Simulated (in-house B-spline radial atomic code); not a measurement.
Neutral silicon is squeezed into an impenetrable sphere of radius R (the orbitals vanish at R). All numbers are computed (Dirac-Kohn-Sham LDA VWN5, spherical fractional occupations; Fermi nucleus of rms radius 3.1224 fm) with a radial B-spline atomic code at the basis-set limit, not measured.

Energies in eV above the free atom in [Ne] 3s2 3p2:

| R (bohr) | highest level (eV) | [Ne] 3s2 3p2 | [Ne] 3s1 3p2 3d1 | [Ne] 3s2 3p1 3d1 |
| --- | --- | --- | --- | --- |
| 9.22 | -4.09 | 0.02153 | 13.77 | 6.613 |
| 6.11 | -3.18 | 0.6972 | 16.03 | 8.932 |
| 5.33 | -2.2 | 1.757 | 18.07 | 10.85 |
| 4.54 | -0.11 | 4.683 | 22.57 | 14.99 |
| 3.9 | 3.36 | 10.79 | 30.63 | 22.4 |
| 3.1 | 13.2 | 32.86 | 56.13 | 46.31 |
| 2.54 | 29.6 | 77.1 | 102.5 | 90.8 |
| 2.15 | 53 | 148.3 | 172.6 | 159.5 |
| 1.81 | 92.3 | 279.9 | 296.3 | 283 |
| 1.5 | 163 | 540.9 | 533.7 | 524.2 |

Does [Ne] 3s1 3p2 3d1 fall below [Ne] 3s2 3p2 under compression?

Yes, between R = 1.81 and 1.5 bohr the order changes (near 1.59 bohr by linear interpolation).

Does [Ne] 3s2 3p1 3d1 fall below [Ne] 3s2 3p2 under compression?

Yes, between R = 1.81 and 1.5 bohr the order changes (near 1.76 bohr by linear interpolation).

The highest level is first positive in the row R = 3.9 bohr, pushed up by confinement above the zero of the free ion's potential. Each configuration is held fixed and needn't be the lowest in the sphere.
